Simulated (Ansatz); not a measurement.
CH8GeSi: structure from calculated spectroscopic constants

These gas-phase data were calculated for one isomer of CH8GeSi at PBE0-D4/def2-SVP (harmonic, unscaled wavenumbers; equilibrium rotational constants with average atomic masses):

| Quantity | Value |
| --- | --- |
| rotational constants | 12.64, 2.174, 1.965 GHz |
| all wavenumbers above 1500 cm⁻¹ | 3170, 3168, 3061, 2217, 2213, 2151, 2144, 2140 |

Candidates:

(1) `C[SiH2][GeH3]`, a singlet
(2) `[SiH3][CH2][GeH3]`, a singlet

Q: Assign the data to one candidate and say why.

A: Candidate (1). 3 modes lie between 2750 and 3290 cm⁻¹, one for each C–H bond, while (2) has 2.

The same quantities for all candidates:

```
     rotational constants (GHz)                     wavenumbers above 1500 cm⁻¹  E above the lowest, PBE0-D4/def2-SVP (kcal/mol)
(1)         12.64, 2.174, 1.965  3170, 3168, 3061, 2217, 2213, 2151, 2144, 2140                                              0.0
(2)         17.34, 1.969, 1.869  3148, 3079, 2229, 2228, 2224, 2158, 2156, 2152                                              8.0
```

Harmonic stretches to hydrogen usually lie a few per cent above observed fundamentals. Programs: Ansatz 0.2.0.
